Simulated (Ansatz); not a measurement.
# A relaxation, step by step

BH$_{5}$SO$_{2}$, closed shell, PBE0-D4/def2-TZVP (Ansatz 0.2.0). Settings:

```yaml
hamiltonian: {xc: pbe0, dispersion: d4}
relax: {f_tol: 0.005, max_steps: 200}
```

Start, a step off a saddle point along its unstable mode:

B1  (-0.126, -0.529, 0.295)
S2  (0.971, 1.447, -0.533)
O3  (-1.411, -0.099, 0.577)
O4  (0.079, -1.437, -0.773)
H5  (0.989, 0.603, 0.512)
H6  (0.583, -0.508, 1.209)
H7  (0.037, 2.211, 0.049)
H8  (-2.053, -0.312, -0.103)
H9  (0.931, -1.376, -1.233)
(Å)

```
               step  energy less the last (meV)  largest force component (eV/Å)
                  1                      1179.4                           2.251
                  4                       160.1                           0.809
                  7                        49.5                           0.319
                 10                        33.3                           0.272
13 (rejected trial)                        30.8                           0.568
                 16                        20.2                           0.083
                 19                        17.8                           0.041
                 22                        14.6                           0.097
                 25                        12.4                           0.132
                 28                         9.0                           0.097
                 31                         6.2                           0.078
                 34                         4.0                           0.104
                 37                         2.3                           0.069
40 (rejected trial)                         2.3                           0.226
                 43                         0.6                           0.059
46 (rejected trial)                         0.6                           0.089
                 49                         0.1                           0.020
                 52                         0.0                           0.010
                 54                         0.0                           0.001
```

Step 22, positions (Å) and forces (eV/Å):

```tsv
atom	x	y	z	Fx	Fy	Fz
B1	-0.272	-1.011	0.163	0.074	-0.026	0.035
S2	1.067	2.548	-0.314	-0.059	-0.060	0.086
O3	-1.279	-0.126	0.376	-0.064	0.012	-0.038
O4	-0.370	-1.895	-0.865	0.042	-0.050	-0.024
H5	1.789	2.288	0.789	-0.040	0.009	-0.046
H6	0.669	-0.981	0.903	0.006	-0.005	-0.011
H7	-0.004	1.880	0.160	0.097	0.051	-0.038
H8	-1.993	-0.232	-0.263	0.010	0.014	0.018
H9	0.393	-2.471	-0.948	-0.067	0.054	0.018
```

Step 31, positions (Å) and forces (eV/Å):

| atom | x | y | z | Fx | Fy | Fz |
| --- | --- | --- | --- | --- | --- | --- |
| B1 | -0.191 | -1.096 | 0.026 | -0.002 | -0.017 | -0.017 |
| S2 | 1.004 | 2.877 | -0.117 | -0.037 | -0.050 | 0.022 |
| O3 | -1.034 | -0.040 | 0.180 | -0.027 | -0.078 | -0.053 |
| O4 | -0.602 | -2.167 | -0.708 | 0.038 | 0.073 | 0.057 |
| H5 | 1.646 | 2.609 | 1.030 | -0.010 | 0.004 | -0.011 |
| H6 | 0.886 | -1.038 | 0.548 | -0.038 | -0.018 | -0.027 |
| H7 | 0.105 | 1.894 | 0.089 | 0.047 | 0.049 | -0.009 |
| H8 | -1.872 | -0.176 | -0.277 | 0.039 | 0.026 | 0.033 |
| H9 | 0.057 | -2.862 | -0.770 | -0.010 | 0.011 | 0.005 |

Step 43, positions (Å) and forces (eV/Å):

```tsv
atom	x	y	z	Fx	Fy	Fz
B1	-0.121	-1.185	-0.127	0.059	0.027	0.025
S2	1.062	2.995	-0.024	0.003	-0.005	0.042
O3	-0.803	-0.019	0.014	-0.041	0.001	-0.010
O4	-0.794	-2.299	-0.517	-0.006	-0.040	-0.011
H5	1.283	2.986	1.301	-0.012	-0.003	-0.045
H6	1.055	-1.182	0.104	-0.036	-0.005	-0.012
H7	0.294	1.891	0.033	0.009	0.009	0.004
H8	-1.740	-0.110	-0.192	0.035	0.005	0.008
H9	-0.236	-3.075	-0.592	-0.010	0.011	0.001
```

Last step (54):

```json
{"atom": "B1", "x (Å)": "-0.0945", "y (Å)": "-1.2239", "z (Å)": "-0.1698"}
{"atom": "S2", "x (Å)": "1.0472", "y (Å)": "3.0587", "z (Å)": "0.0172"}
{"atom": "O3", "x (Å)": "-0.7059", "y (Å)": "-0.0190", "z (Å)": "-0.0349"}
{"atom": "O4", "x (Å)": "-0.8516", "y (Å)": "-2.3175", "z (Å)": "-0.4543"}
{"atom": "H5", "x (Å)": "1.1449", "y (Å)": "3.0719", "z (Å)": "1.3546"}
{"atom": "H6", "x (Å)": "1.0929", "y (Å)": "-1.2743", "z (Å)": "-0.0313"}
{"atom": "H7", "x (Å)": "0.3663", "y (Å)": "1.8981", "z (Å)": "0.0177"}
{"atom": "H8", "x (Å)": "-1.6587", "y (Å)": "-0.0693", "z (Å)": "-0.1658"}
{"atom": "H9", "x (Å)": "-0.3405", "y (Å)": "-3.1246", "z (Å)": "-0.5332"}
```

The run took about 4.5 min on 4 CPU threads of an AMD EPYC (shared host).
